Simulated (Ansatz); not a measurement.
A series at Si: from `O[SiH](O)[SiH](O)F`, ligands are replaced one by one, each step taking up H₂ and setting free H₂O; n counts the steps. Ansatz, PBE0-D4/def2-TZVP geometries. Each molecule was computed in one conformer, which needn't be the lowest.

```
n              molecule  HOMO energy, ωB97M-V/def2-TZVPP (eV)
0  `O[SiH](O)[SiH](O)F`                                 -9.95
1    `O[SiH2][SiH](O)F`                                -10.14
2     `O[SiH](F)[SiH3]`                                     ?
3       `F[SiH2][SiH3]`                                -10.46
```

Q: By hand: fit a straight line y = ȳ + b (n − n̄) to the 3 given rows and predict n = 2.

A: n̄ = 1.333, ȳ = -10.183; Σ(n − n̄)(y − ȳ) = -0.787, Σ(n − n̄)² = 4.667, so b = -0.169 eV a step. Prediction: -10.183 + (-0.169) × (0.667) = -10.30 eV.

Q: By hand: compare with the computed value, -10.37 eV, and give the steps along the whole series.

A: The line misses by -0.07 eV (computed minus predicted). Steps: -0.19, -0.23, -0.09 eV.

The steps differ by up to 0.14 eV without a steady trend. The highest orbital can change its character along such a series. The miss is 13.7 % of the series' range.
